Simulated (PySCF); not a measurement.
## A small calculation by hand: chemical shift, span and skew from a shielding tensor

Si(CCH)2(Cl)2 (C₄H₂Cl₂Si), SMILES C#C[Si](Cl)(Cl)C#C. Atoms are numbered in the order given.

```xyz
9

C     -2.4935     0.0000     1.7610
C     -1.4950     0.0000     1.0672
Si     0.0000     0.0000     0.0392
Cl     0.0000     1.6673    -1.1540
Cl     0.0000    -1.6673    -1.1540
C      1.4950     0.0000     1.0672
C      2.4935     0.0000     1.7610
H     -3.3780     0.0000     2.3741
H      3.3780     0.0000     2.3741
```

Coordinates come from a PBE0-D3(BJ)/def2-SVP optimisation.

GIAO shieldings from PBE/pcSseg-1 run with PySCF, non-relativistic, no solvent. The symmetric part of the tensor of C2 has the principal values -3.6, 2.5, 287.9 ppm. The same nucleus in TMS has σ = 182.0 ppm at this level (PySCF, at its B3LYP-D3(BJ)/def2-TZVP geometry). Without spin–orbit terms, shifts of atoms bonded to Cl or Br come out too high.

Q: Work out the isotropic shielding, the ¹³C shift against TMS, the span and the skew.

A: 
σ(iso) = (σ11 + σ22 + σ33)/3 = 95.6 ppm. δ = σ(ref) − σ(iso) = 182.0 − (95.6) = 86.4 ppm.
Span Ω = σ33 − σ11 = 291.5 ppm. Skew κ = 3(σ(iso) − σ22)/Ω = 0.96. Tumbling in solution averages the tensor to δ; in a static solid the shielding alone would spread this spin-1/2 line over Ω.
